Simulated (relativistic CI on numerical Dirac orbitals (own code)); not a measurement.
# La²⁹⁺: computed level list

Calculated at this level of theory: Dirac-Coulomb-Breit CI, orbitals from a KLI potential per configuration, QED by a radiative potential, unscaled Slater integrals (own radial code, finite nucleus).

Configurations in the expansion (outside the closed core [Ne]): 3s2 3p6 3d10, 3s2 3p6 3d9 4s, 3s2 3p6 3d9 4p, 3s2 3p6 3d9 4d, 3s2 3p6 3d9 4f, 3s2 3p5 3d10 4s, 3s2 3p6 3d8 4s2, 3s2 3p5 3d10 4p, 3s2 3p6 3d8 4s 4p, 3s2 3p6 3d9 5s, 3s2 3p6 3d8 4p2, 3s2 3p5 3d10 4d, 3s2 3p6 3d9 5p, 3s 3p6 3d10 4s, 3s2 3p6 3d8 4s 4d, 3s2 3p6 3d9 5d, 3s2 3p6 3d8 4p 4d, 3s 3p6 3d10 4p, 3s2 3p5 3d10 4f, 3s2 3p5 3d9 4s2, 3s2 3p6 3d9 5f, 3s2 3p6 3d9 5g, 3s2 3p5 3d9 4s 4p, 3s2 3p6 3d8 4d2, 3s2 3p6 3d9 6s, 3s 3p6 3d10 4d, 3s2 3p5 3d9 4p2, 3s2 3p6 3d9 6p, 3s2 3p5 3d9 4s 4d, 3s2 3p6 3d9 6d, 3s 3p6 3d9 4s2, 3s2 3p5 3d10 5s, 3s2 3p5 3d9 4p 4d, 3s 3p6 3d10 4f, 3s2 3p5 3d10 5p, 3s 3p6 3d9 4s 4p. Levels of other configurations are missing.

```tsv
No.	Configuration	Term	J	E (Ry)	%	Landé g	jj configuration (%)
41	3s2 3p5 3d10 4s	3P°	2	73.2222	58	1.415	3p3/2^3 4s (58)
42	3s2 3p5 3d10 4s	1P°	1	73.3342	64	1.171	3p3/2^3 4s (98)
43	3s2 3p6 3d9 4f	1D°	2	73.3485	45	0.910	3d5/2^5 4f5/2 (62)
44	3s2 3p6 3d9 4f	3F°	3	73.3640	50	1.170	3d5/2^5 4f5/2 (71)
45	3s2 3p6 3d9 4f	3F°	4	73.4313	51	1.131	3d5/2^5 4f5/2 (70)
46	3s2 3p6 3d9 4f	1G°	4	73.4780	52	1.045	3d5/2^5 4f7/2 (70)
47	3s2 3p6 3d9 4f	3G°	5	73.5330	81	1.160	3d5/2^5 4f7/2 (98)
48	3s2 3p6 3d9 4f	1F°	3	73.5756	51	1.030	3d5/2^5 4f7/2 (70)
49	3s2 3p6 3d9 4f	3D°	1	73.8426	78	0.676	3d5/2^5 4f7/2 (56)
50	3s2 3p6 3d9 4f	3P°	2	74.4766	44	1.265	3d3/2^3 3d5/2^6 4f7/2 (82)
51	3s2 3p6 3d9 4f	3H°	4	74.5297	80	0.839	3d3/2^3 3d5/2^6 4f5/2 (96)
52	3s2 3p6 3d9 4f	1H°	5	74.6475	41	1.046	3d3/2^3 3d5/2^6 4f7/2 (99)
53	3s2 3p6 3d9 4f	3F°	2	74.6623	61	0.830	3d3/2^3 3d5/2^6 4f5/2 (85)
54	3s2 3p6 3d9 4f	3F°	3	74.7742	42	1.051	3d3/2^3 3d5/2^6 4f7/2 (91)
55	3s2 3p6 3d9 4f	3G°	4	74.8507	45	1.072	3d3/2^3 3d5/2^6 4f7/2 (97)
56	3s2 3p6 3d9 4f	3G°	3	74.8522	49	0.904	3d3/2^3 3d5/2^6 4f5/2 (91)
57	3s2 3p6 3d9 4f	1P°	1	75.9437	90	0.983	3d3/2^3 3d5/2^6 4f5/2 (69)
58	3s2 3p5 3d10 4p	3P	1	77.5014	46	1.590	3p3/2^3 4p1/2 (98)
59	3s2 3p5 3d10 4p	3D	2	77.5900	51	1.155	3p3/2^3 4p1/2 (100)
60	3s2 3p5 3d10 4p	3D	3	79.3712	100	1.330	3p3/2^3 4p3/2 (100)
61	3s2 3p5 3d10 4p	1P	1	79.3826	57	1.260	3p3/2^3 4p3/2 (97)
62	3s2 3p5 3d10 4s	3P°	0	79.3864	99		3p1/2 3p3/2^4 4s (99)
63	3s2 3p5 3d10 4s	3P°	1	79.4856	64	1.318	3p1/2 3p3/2^4 4s (99)
64	3s2 3p5 3d10 4p	3P	2	79.6307	67	1.334	3p3/2^3 4p3/2 (100)
65	3s2 3p5 3d10 4p	1S	0	80.3896	52		3p3/2^3 4p3/2 (97)
66	3s2 3p5 3d10 4p	3D	1	83.7483	72	0.661	3p1/2 3p3/2^4 4p1/2 (99)
67	3s2 3p5 3d10 4p	3P	0	84.4637	53		3p1/2 3p3/2^4 4p1/2 (97)
68	3s2 3p6 3d9 5s	3D	3	85.1570	100	1.329	3d5/2^5 5s (100)
69	3s2 3p6 3d9 5s	1D	2	85.1844	57	1.066	3d5/2^5 5s (99)
70	3s2 3p5 3d10 4p	3P	1	85.6206	52	1.472	3p1/2 3p3/2^4 4p3/2 (98)
71	3s2 3p5 3d10 4p	3D	2	85.6851	47	1.160	3p1/2 3p3/2^4 4p3/2 (96)
72	3s2 3p5 3d10 4d	3P°	0	86.1335	98		3p3/2^3 4d3/2 (98)
73	3s2 3p5 3d10 4d	3P°	1	86.2931	77	1.277	3p3/2^3 4d3/2 (88)
74	3s2 3p5 3d10 4d	3F°	3	86.3666	51	1.055	3p3/2^3 4d3/2 (95)
75	3s2 3p6 3d9 5s	3D	1	86.4874	99	0.495	3d3/2^3 3d5/2^6 5s (99)
76	3s2 3p5 3d10 4d	3D°	2	86.5175	56	1.151	3p3/2^3 4d3/2 (91)
77	3s2 3p6 3d9 5s	3D	2	86.5203	57	1.095	3d3/2^3 3d5/2^6 5s (97)
78	3s2 3p5 3d10 4d	3F°	4	86.6922	97	1.247	3p3/2^3 4d5/2 (97)
79	3s2 3p5 3d10 4d	1D°	2	86.8104	57	1.132	3p3/2^3 4d5/2 (91)
80	3s2 3p5 3d10 4d	1P°	1	86.8592	66	0.908	3p3/2^3 4d5/2 (88)
81	3s2 3p5 3d10 4d	3D°	3	86.9686	71	1.239	3p3/2^3 4d5/2 (99)
82	3s2 3p6 3d9 5p	3P°	2	87.2260	56	1.321	3d5/2^5 5p1/2 (96)
83	3s2 3p6 3d9 5p	3F°	3	87.2724	44	1.100	3d5/2^5 5p1/2 (96)
84	3s2 3p6 3d9 5p	3F°	4	88.0985	97	1.247	3d5/2^5 5p3/2 (97)
85	3s2 3p6 3d9 5p	1D°	2	88.1104	45	1.168	3d5/2^5 5p3/2 (98)
```

Energies count from the lowest computed level; ° marks odd parity. Filled j subshells are mostly left out of the jj labels.

The mean weight of the leading LS term, summed over parents, in these 45 levels is 64 %, and that of the leading jj configuration (from the same eigenvectors) 90 %, so jj coupling describes them better and the LS labels are nominal.

At this charge energies of transitions that change n are usually good to better than 1 %, and those within a shell (Δn = 0) to a few per cent.

LS names give the leading component of a level, which can be under half, so a name can repeat, a term be missing and a line seem to break the LS rules.
